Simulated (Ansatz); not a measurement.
Series MnX2: vertical EA (eV) at several levels, gas phase, relaxed structures; Ansatz. The spins of the ions were chosen, not always searched. Names give formal oxidation states. A dash marks a value that wasn't run or was left out as unsound. The structures are stationary points that may keep the symmetry of their start. Remarks come from the PBE and PBE0 runs and from stability tests at other levels; not every state was tested. A HOMO above zero means that the electron is unbound at that level and held by the basis, or that self-interaction error raises the level; the energy of removing that electron tells which.

```csv
species,state,geometry,PBE-D4/def2-TZVPD,r2SCAN-D4/def2-TZVPD,PBE0-D4/def2-TZVPD,remarks
MnF2,sextet to quintet,PBE0-D4/def2-TZVP,1.15,0.90,0.87,"HOMO above zero (-1 quintet), spin-contaminated (⟨S²⟩ up to 6.28) (-1 quintet)"
MnBr2,sextet to quintet,B3LYP-D4/def2-TZVP,1.71,1.42,1.42,"HOMO above zero (-1 quintet), spin-contaminated (⟨S²⟩ up to 6.20) (-1 quintet)"
Mn(SH)2 (MnH2S2),sextet to quintet,PBE-D4/def2-TZVP,1.47,1.17,1.16,"HOMO above zero (-1 quintet), spin-contaminated (⟨S²⟩ up to 6.19) (-1 quintet)"
MnMe2 (C2H6Mn),sextet to quintet,r2SCAN-D4/def2-TZVP,0.75,0.40,0.32,"HOMO above zero (-1 quintet), spin-contaminated (⟨S²⟩ up to 6.25) (-1 quintet)"
```

Q: Estimate the rows for MnCl2 (sextet to quintet, PBE-D4/def2-TZVP geometry); Mn(NH2)2 (MnN2H4) (sextet to quintet, r2SCAN-D4/def2-TZVP geometry).

A: 
```
          species              state             geometry  PBE-D4/def2-TZVPD  r2SCAN-D4/def2-TZVPD  PBE0-D4/def2-TZVPD                                                                         remarks
            MnCl2  sextet to quintet     PBE-D4/def2-TZVP               1.60                  1.30                1.30  HOMO above zero (-1 quintet), spin-contaminated (⟨S²⟩ up to 6.20) (-1 quintet)
Mn(NH2)2 (MnN2H4)  sextet to quintet  r2SCAN-D4/def2-TZVP               0.45                  0.20                   –  HOMO above zero (-1 quintet), spin-contaminated (⟨S²⟩ up to 6.31) (-1 quintet)
```

Over the 5 species that have every level, the mean is 1.34 at PBE-D4/def2-TZVPD, 1.04 at r2SCAN-D4/def2-TZVPD, 1.01 at PBE0-D4/def2-TZVPD.
